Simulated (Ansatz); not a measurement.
```yaml
crystal:
  periodic: [false, false, false]
  atoms:
    - {symbol: In, position_ang: [0.667971, 1.509241, 0.797340]}
    - {symbol: H, position_ang: [2.110566, 0.577854, 0.827280]}
    - {symbol: H, position_ang: [0.067180, 3.007072, 1.098096]}
    - {symbol: O, position_ang: [-0.809171, 0.228570, -0.097164]}
    - {symbol: C, position_ang: [-0.546777, -1.268196, -0.559751]}
    - {symbol: H, position_ang: [-0.637992, -0.998565, -1.497157]}
    - {symbol: H, position_ang: [-1.315003, -1.764809, 0.008818]}
    - {symbol: H, position_ang: [0.420190, -1.414142, -0.462047]}
basis:
  gaussian: {orbitals: STO-3G, nuclear_model: gaussian}
total_charge: -1
magnetization: {spin_polarized: true, initial_magnetization: 1}
hamiltonian: {xc: {name: SPW92}}
scf: {lower_state_search: full}
```

```sh
$ ansatz run in.yaml --threads 4 --pin off --events-out ev --progress --plain --max-ram 3916MiB
```

Output, abridged:

```
Functional definition: SPW92
579 factors; integrals over basis functions are off by at most 6.0e-5 eV
mean field evaluation 1: about -157619.2765 eV, gradient 3.5e1 eV
mean field evaluation 2: about -157619.1815 eV, gradient 3.5e1 eV
mean field evaluation 4: about -157618.2656 eV, gradient 3.6e1 eV
mean field evaluation 8: about -157626.2038 eV, gradient 2.2e1 eV
mean field evaluation 16: about -157629.7908 eV, gradient 1.7e-5 eV
mean field evaluation 32: about -157540.9852 eV, gradient 9.0e1 eV
mean field evaluation 64: about -157613.2528 eV, gradient 2.2e1 eV
mean field evaluation 96: about -157629.7880 eV, gradient 3.7e0 eV
mean field -157629.79084095 eV, -5792.7879680952 hartree, gradient 1.7e-5 eV, S^2 0.751876; 5 other end points of the search recorded, 0 dependent functions left out
reference -157629.79086223 eV, -5792.7879688770 hartree; 35, 34 occupied and 7, 8 virtual orbitals, 579 factors
Total energy: -157629.79086223 eV, -5792.7879688770 hartree
```

Run time 1.2 s (4 threads of Arm Neoverse V1 on a shared host).

The highest occupied level of an anion often lies above zero with these methods, and sets without diffuse functions describe the outer electron poorly.
